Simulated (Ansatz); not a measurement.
Single points on the cluster CuSi₄⁺.

```yaml
crystal:
  periodic: [false, false, false]
  atoms:
    - {symbol: Cu, position_ang: [0.411581, -1.294165, -0.765101]}
    - {symbol: Si, position_ang: [0.047505, 1.307875, -0.713502]}
    - {symbol: Si, position_ang: [1.743968, 0.283633, 0.577200]}
    - {symbol: Si, position_ang: [-0.429454, -0.108698, 1.422767]}
    - {symbol: Si, position_ang: [-1.773599, -0.188654, -0.521365]}
basis:
  gaussian: {orbitals: def2-TZVP, initial_orbitals: start.molden}
total_charge: 1
hamiltonian: {xc: {name: BHLYP}, dispersion: d4}
scf: {omitted_lower_state_checks: [starts]}
output: {orbitals: {seedname: orbitals}}
```

The file start.molden holds the orbitals of an earlier run on this structure, at another level or in another basis.

```sh
$ ansatz run in.yaml --threads 4 --pin off --events-out ev --progress --plain --max-ram 4787MiB
```

Output, abridged:

```
Functional definition: BHLYP
1680 factors; their error is unknown
mean field evaluation 1: about -76140.2199 eV, gradient 1.2e1 eV
mean field evaluation 2: about -76140.3896 eV, gradient 5.0e-1 eV
mean field evaluation 4: about -76140.7811 eV, gradient 2.9e-1 eV
mean field -76140.78115465 eV, -2798.1220973582 hartree, gradient 5.0e-5 eV, S^2 0.000000; 0 other end points of the search recorded, 0 dependent functions left out
reference -76140.78131479 eV, -2798.1221032432 hartree; 42, 42 occupied and 151, 151 virtual orbitals, 1680 factors
Total energy: -76141.42106025 eV, -2798.1456134553 hartree
Checks for a lower state left out: starts
```

Hardware: 4 threads of Arm Neoverse V2 on a shared host. Wall time 4 s, peak host memory 0.69 GiB.

The first input with `hamiltonian: {xc: {name: r2SCANh}, dispersion: d4}` (abridged; 7.5 s):

```
Functional definition: r2SCANh
mean field -76139.40492401 eV, -2798.0715218152 hartree, gradient 1.1e-5 eV, S^2 0.000000
Total energy: -76139.48045030 eV, -2798.0742973552 hartree
Checks for a lower state left out: starts
```

First input, but with `hamiltonian: {xc: {name: BLYP}, dispersion: d4}` (abridged; 2.6 s):

```
Functional definition: BLYP
mean field -76146.46593224 eV, -2798.3310090813 hartree, gradient 1.2e-5 eV, S^2 0.000000
Total energy: -76147.22538285 eV, -2798.3589183765 hartree
Checks for a lower state left out: starts
```

The first input with `hamiltonian: {xc: r2scan, dispersion: d4}` (abridged; 5.5 s):

```
Functional definition: r2SCAN
mean field -76140.37814452 eV, -2798.1072870090 hartree, gradient 2.3e-5 eV, S^2 0.000000
Total energy: -76140.44355904 eV, -2798.1096909485 hartree
Checks for a lower state left out: starts
```

The first input with `gaussian: {orbitals: def2-SVP, initial_orbitals: start.molden}`, `hamiltonian: {xc: pbe, dispersion: d4}` (abridged; 1.2 s):

```
Functional definition: PBE
mean field -76103.94150686 eV, -2796.7682652729 hartree, gradient 2.6e-5 eV, S^2 0.000000
Total energy: -76104.30120182 eV, -2796.7814838189 hartree
Checks for a lower state left out: starts
```

The first input with `hamiltonian: {xc: pbe, dispersion: d4}`, `output: {forces: true, orbitals: {seedname: orbitals}}` (abridged; 2.4 s):

```
Functional definition: PBE
mean field -76121.66347763 eV, -2797.4195356861 hartree, gradient 8.6e-5 eV, S^2 0.000000
Total energy: -76122.02316522 eV, -2797.4327539612 hartree
Atom 0 force     0.004836    -0.006492    -0.003585 eV/Å
Atom 1 force    -0.004915    -0.083403     0.053053 eV/Å
Atom 2 force    -0.135971     0.020487    -0.016539 eV/Å
Atom 3 force     0.027732     0.014361    -0.093962 eV/Å
Atom 4 force     0.108318     0.055046     0.061033 eV/Å
Dipole moment:    -0.026359     0.083490     0.049408 e Å
Checks for a lower state left out: starts
```

First input, but with `correlation: {method: mp2, frozen_orbitals: {Cu: 9, Si: 5}}` and without the key `hamiltonian` (abridged; 3.8 s):

```
Functional definition: HF
mean field -76037.88743497 eV, -2794.3408229037 hartree, gradient 2.4e-6 eV, S^2 0.000000; unrestricted orbitals would lower it
mean field evaluation 16: about -76038.1296 eV, gradient 4.4e-1 eV
29 core orbitals not correlated: weight in the atoms' cores, before any rotation towards them, 1.000 or more for the frozen orbitals, at most 0.000 for the correlated occupied ones
second order -23.75243275 eV of doubles, -0.00000000 eV of singles
Total energy: -76061.63986772 eV, -2795.2137087073 hartree
Checks for a lower state left out: starts
```

Geometry: PBE-D4/def2-SVP.

Correlated methods freeze 29 core orbitals. The restricted singlet is unstable towards broken spin symmetry in Hartree–Fock (as tested in another run); at BHLYP-D4/def2-TZVP, r2SCANh-D4/def2-TZVP, BLYP-D4/def2-TZVP, r2SCAN-D4/def2-TZVP and others this wasn't settled. At MP2/def2-TZVP the restricted singlet (for correlated methods, its reference) is unstable: a solution with broken spin symmetry lies lower. Another isomer (singlet) lies 0.30 eV lower at PBE0-D4/def2-TZVP; other spin states weren't run for this one.
